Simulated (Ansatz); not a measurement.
Born–Oppenheimer molecular dynamics of ClH₅O₂SSn (10 atoms, charge 0, multiplicity 1). It starts at the highest image of a converged band, a first-order saddle point between two minima.

Computed with RKS PBE-D4/def2-SVP in Ansatz 0.2.0.

```yaml
ensemble: NVE (velocity Verlet)
time_step: 0.5 fs
steps_asked: 97
starting_velocities_drawn_for: 100 K
seed: 6723
```

Frames 1 fs apart, positions in Å.

Velocities at 15.0 fs (Å/ps):

```
Sn -0.14 0.81 0.32
Cl -0.39 -1.10 -1.30
O -1.44 -3.24 -0.49
H -9.47 -5.28 2.56
H 6.00 2.90 3.00
O 2.71 0.33 1.29
H 6.62 12.88 -8.89
S 0.12 -0.43 0.01
H 3.50 -6.67 0.37
H -0.12 -0.84 -1.43
```

```xyz
10
Properties=species:S:1:pos:R:3 time_fs=15.0 energy_less_start_eV=0.047 T=55
Sn 0.167 0.328 -0.214
Cl -1.195 0.504 2.176
O 1.494 0.066 -1.698
H 1.907 -0.814 -1.656
H -0.844 1.515 -0.954
O 0.214 -1.580 0.371
H -0.204 -1.605 1.244
S 1.671 1.699 1.501
H 2.334 0.530 1.860
H 0.397 1.276 2.218
10
Properties=species:S:1:pos:R:3 time_fs=16.0 energy_less_start_eV=0.055 T=47
Sn 0.167 0.329 -0.213
Cl -1.196 0.503 2.175
O 1.492 0.063 -1.698
H 1.898 -0.820 -1.653
H -0.838 1.517 -0.951
O 0.217 -1.580 0.372
H -0.200 -1.592 1.238
S 1.671 1.699 1.501
H 2.336 0.526 1.860
H 0.397 1.275 2.217
10
Properties=species:S:1:pos:R:3 time_fs=17.0 energy_less_start_eV=0.048 T=54
Sn 0.167 0.330 -0.213
Cl -1.196 0.502 2.174
O 1.491 0.060 -1.699
H 1.889 -0.828 -1.649
H -0.833 1.518 -0.946
O 0.220 -1.579 0.373
H -0.201 -1.579 1.241
S 1.672 1.698 1.501
H 2.335 0.527 1.858
H 0.397 1.275 2.215
10
Properties=species:S:1:pos:R:3 time_fs=18.0 energy_less_start_eV=0.035 T=66
Sn 0.167 0.331 -0.213
Cl -1.196 0.501 2.172
O 1.489 0.057 -1.700
H 1.881 -0.837 -1.643
H -0.829 1.519 -0.941
O 0.223 -1.579 0.373
H -0.207 -1.565 1.251
S 1.672 1.697 1.501
H 2.331 0.534 1.855
H 0.398 1.274 2.213
10
Properties=species:S:1:pos:R:3 time_fs=19.0 energy_less_start_eV=0.033 T=68
Sn 0.167 0.331 -0.212
Cl -1.197 0.500 2.171
O 1.488 0.054 -1.700
H 1.872 -0.846 -1.637
H -0.826 1.518 -0.936
O 0.227 -1.579 0.373
H -0.215 -1.552 1.262
S 1.673 1.696 1.501
H 2.325 0.544 1.851
H 0.399 1.274 2.211
10
Properties=species:S:1:pos:R:3 time_fs=20.0 energy_less_start_eV=0.042 T=60
Sn 0.167 0.332 -0.212
Cl -1.197 0.499 2.170
O 1.486 0.052 -1.701
H 1.862 -0.853 -1.630
H -0.824 1.519 -0.930
O 0.230 -1.579 0.373
H -0.222 -1.540 1.270
S 1.673 1.695 1.501
H 2.318 0.555 1.847
H 0.401 1.274 2.208
10
Properties=species:S:1:pos:R:3 time_fs=21.0 energy_less_start_eV=0.051 T=52
Sn 0.167 0.333 -0.212
Cl -1.198 0.498 2.168
O 1.484 0.049 -1.702
H 1.852 -0.859 -1.622
H -0.825 1.519 -0.924
O 0.233 -1.578 0.374
H -0.227 -1.528 1.270
S 1.673 1.694 1.502
H 2.312 0.564 1.843
H 0.404 1.275 2.206
10
Properties=species:S:1:pos:R:3 time_fs=22.0 energy_less_start_eV=0.050 T=52
Sn 0.167 0.334 -0.212
Cl -1.198 0.497 2.167
O 1.483 0.046 -1.703
H 1.841 -0.862 -1.614
H -0.827 1.520 -0.918
O 0.236 -1.578 0.375
H -0.228 -1.518 1.262
S 1.674 1.694 1.502
H 2.309 0.569 1.842
H 0.407 1.276 2.204
10
Properties=species:S:1:pos:R:3 time_fs=23.0 energy_less_start_eV=0.044 T=57
Sn 0.167 0.334 -0.211
Cl -1.199 0.496 2.166
O 1.482 0.043 -1.704
H 1.830 -0.865 -1.606
H -0.832 1.522 -0.913
O 0.239 -1.577 0.377
H -0.227 -1.509 1.247
S 1.674 1.693 1.502
H 2.309 0.567 1.842
H 0.410 1.276 2.202
10
Properties=species:S:1:pos:R:3 time_fs=24.0 energy_less_start_eV=0.043 T=59
Sn 0.167 0.335 -0.211
Cl -1.199 0.495 2.165
O 1.480 0.040 -1.704
H 1.820 -0.867 -1.598
H -0.838 1.524 -0.908
O 0.241 -1.577 0.379
H -0.226 -1.503 1.231
S 1.675 1.693 1.502
H 2.312 0.560 1.844
H 0.414 1.278 2.200
10
Properties=species:S:1:pos:R:3 time_fs=25.0 energy_less_start_eV=0.046 T=55
Sn 0.167 0.336 -0.211
Cl -1.200 0.494 2.163
O 1.478 0.037 -1.705
H 1.811 -0.872 -1.590
H -0.846 1.527 -0.903
O 0.244 -1.576 0.381
H -0.227 -1.498 1.220
S 1.675 1.692 1.502
H 2.318 0.549 1.848
H 0.418 1.279 2.199
10
Properties=species:S:1:pos:R:3 time_fs=26.0 energy_less_start_eV=0.046 T=55
Sn 0.167 0.336 -0.211
Cl -1.200 0.493 2.162
O 1.477 0.034 -1.706
H 1.803 -0.877 -1.582
H -0.856 1.530 -0.898
O 0.247 -1.575 0.382
H -0.233 -1.496 1.216
S 1.675 1.692 1.502
H 2.325 0.536 1.852
H 0.422 1.280 2.199
```

Of the whole run (48 fs, mean temperature of the second half 50 K): The conserved energy stayed within 0.055 meV per atom of its start (net change 0.053 meV per atom), so the integration is sound. A run of 0.049 ps of so small a system gives no equilibrium averages. The orbitals stay closed-shell, which can raise the energy where a bond breaks towards radicals; this wasn't checked here.

The run took 6 min on 4 threads of AMD EPYC 7571 (shared host), peak memory 0.2 GiB.
